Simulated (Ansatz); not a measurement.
Basis-set series for C7H10 (`CC1(C)C=CC=C1`). Total charge 0; spin multiplicity 1. The geometry is a stationary point of PBE0-D4/def2-TZVP.

| functional | basis | functions | energy (Eh) | HOMO (eV) | LUMO (eV) |
| --- | --- | --- | --- | --- | --- |
| PBE0-D4 | def2-SVP | 148 | -272.21488 | -6.22 | -0.41 |
| PBE0-D4 | def2-QZVPP | 699 | -272.52012 | -6.27 | -0.62 |
| ωB97M-V | def2-SVP | 148 | -272.38842 | -8.42 | 1.73 |
| ωB97M-V | def2-QZVPP | 699 | -272.70932 | -8.46 | 1.34 |

**Question.** Give the rows for def2-TZVPP. (Best estimate.)

**Answer.** Computed: 
```json
{"functional": "PBE0-D4", "basis": "def2-TZVPP", "functions": "357", "energy (Eh)": "-272.50529", "HOMO (eV)": "-6.26", "LUMO (eV)": "-0.56"}
{"functional": "ωB97M-V", "basis": "def2-TZVPP", "functions": "357", "energy (Eh)": "-272.69518", "HOMO (eV)": "-8.45", "LUMO (eV)": "1.48"}
```

Positive LUMOs are unbound and depend on the basis.
